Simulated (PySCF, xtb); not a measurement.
Al(F)(Cl)(vinyl) (C2H3AlClF), SMILES C=[CH][Al]([F])[Cl]. The values are those of a single conformer.

Harmonic wavenumbers (cm⁻¹) from xtb with GFN2-xTB at its own minimum, in rising order: 77, 99, 157, 208, 273, 439, 461, 670, 781, 924, 969, 1031, 1220, 1397, 1622, 2975, 3044, 3069.

Problem. What does PBE-D3(BJ)/def2-SVP (PySCF 2.14.0) give at its own minimum? (Estimate from the structure and the level; the computed values follow.)

Solution. 83, 101, 198, 217, 297, 462, 462, 678, 866, 961, 969, 1017, 1219, 1370, 1598, 3037, 3070, 3129. Paired by order, the mean absolute difference is 25 cm⁻¹ and the zero-point energies are 27.8 and 28.2 kcal/mol.
